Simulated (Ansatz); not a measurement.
Cost and result for the atomization energy of C4F8, SMILES `F/C(=C(\F)C(F)(F)F)C(F)(F)F` (12 atoms, 11 bonds).

```tsv
atom	x (Å)	y (Å)	z (Å)
F1	2.0355	-1.0872	0.3682
C2	0.8358	-0.5496	0.2321
C3	0.7013	0.5364	-0.5194
F4	1.7765	1.0722	-1.0715
C5	-0.5648	1.2946	-0.8533
F6	-0.7884	2.2745	0.0232
F7	-0.4364	1.8449	-2.0564
F8	-1.6286	0.4998	-0.8707
C9	-0.2396	-1.2927	1.0016
F10	0.3315	-1.9963	1.9724
F11	-1.1141	-0.4572	1.5542
F12	-0.9087	-2.1395	0.2195
```

The species carries charge 0 and has multiplicity 1. Geometry: relaxed with PBE0-D4/def2-TZVP. Program: Ansatz. All runs use 4 threads of an AMD EPYC 7R13 on a shared host and a share of an NVIDIA H100 80 GB. Times are those of one run each, without the atoms' runs, and a repeat can differ threefold. Electronic energies, without spin–orbit coupling; frozen cores. CCSD(T)/CBS adds CCSD(T) − MP2 in def2-TZVPP to the MP2 limit, and its time is that of the two runs behind it. T1 = 0.013; the RHF reference is unstable towards UHF. B3LYP takes the VWN-RPA correlation (the form of Gaussian; ORCA's B3LYP/G).

CCSD(T)/CBS is a level of theory with its own doubt, some kJ/mol a heavy atom from the limit and from the frozen cores, so smaller differences don't rank the functionals.

```json
{"level": "PBE0-D4/def2-TZVPP", "functions": "372", "wall time": "2.4 s", "atomization (kcal/mol)": "1256.7", "difference from CCSD(T)/CBS": "20.4", "per bond": "1.9"}
{"level": "BHLYP-D4/def2-TZVPP", "functions": "372", "wall time": "2.4 s", "atomization (kcal/mol)": "1148.5", "difference from CCSD(T)/CBS": "-87.8", "per bond": "-8.0"}
{"level": "r2SCANh-D4/def2-TZVPP", "functions": "372", "wall time": "2.9 s", "atomization (kcal/mol)": "1235.9", "difference from CCSD(T)/CBS": "-0.4", "per bond": "0.0"}
{"level": "B3LYP-D4/def2-TZVPP (with forces)", "functions": "372", "wall time": "3.2 s", "atomization (kcal/mol)": "1229.2", "difference from CCSD(T)/CBS": "-7.1", "per bond": "-0.6"}
{"level": "r2SCAN-D4/def2-TZVPP (with forces)", "functions": "372", "wall time": "3.6 s", "atomization (kcal/mol)": "1257.3", "difference from CCSD(T)/CBS": "21.0", "per bond": "1.9"}
{"level": "CAM-B3LYP-D4/def2-TZVPP", "functions": "372", "wall time": "3.7 s", "atomization (kcal/mol)": "1250.4", "difference from CCSD(T)/CBS": "14.1", "per bond": "1.3"}
{"level": "CCSD(T)/def2-SVP", "functions": "168", "wall time": "3.9 s", "atomization (kcal/mol)": "1180.8", "difference from CCSD(T)/CBS": "-55.5", "per bond": "-5.0"}
{"level": "B97M-V/def2-TZVPP", "functions": "372", "wall time": "4.8 s", "atomization (kcal/mol)": "1243.9", "difference from CCSD(T)/CBS": "7.6", "per bond": "0.7"}
{"level": "MP2/def2-QZVPP", "functions": "684", "wall time": "6 s", "atomization (kcal/mol)": "1293.5", "difference from CCSD(T)/CBS": "57.2", "per bond": "5.2"}
{"level": "PBE-D4/def2-TZVPP (with forces)", "functions": "372", "wall time": "6.5 s", "atomization (kcal/mol)": "1321.0", "difference from CCSD(T)/CBS": "84.7", "per bond": "7.7"}
{"level": "RPA@PBE/def2-TZVPP", "functions": "372", "wall time": "7 s", "atomization (kcal/mol)": "1094.3", "difference from CCSD(T)/CBS": "-142.0", "per bond": "-12.9"}
{"level": "CCSD(T)/def2-TZVPP", "functions": "372", "wall time": "26 s", "atomization (kcal/mol)": "1199.0", "difference from CCSD(T)/CBS": "-37.3", "per bond": "-3.4"}
{"level": "CCSD(T)/CBS(def2)", "functions": "–", "wall time": "32 s", "atomization (kcal/mol)": "1236.3", "difference from CCSD(T)/CBS": "0.0", "per bond": "0.0"}
```

The D4 term adds +11.4 kcal/mol with B3LYP and +6.1 kcal/mol with PBE0; it sums over pairs of atoms, weighted by their polarisabilities, and B3LYP, whose exchange is more repulsive, gets the larger term. At CCSD(T), def2-SVP lies −55.5 kcal/mol from the extrapolated value and def2-TZVPP −37.3 kcal/mol: correlation converges slowly with the basis, and small sets miss more of it in the bonded molecule than in its fragments. In def2-TZVPP, CCSD(T) changes the Hartree–Fock value by +389.1 kcal/mol (the triples alone add +34.0 kcal/mol) and MP2 by +461.6 kcal/mol; breaking electron pairs costs correlation energy, which Hartree–Fock lacks.
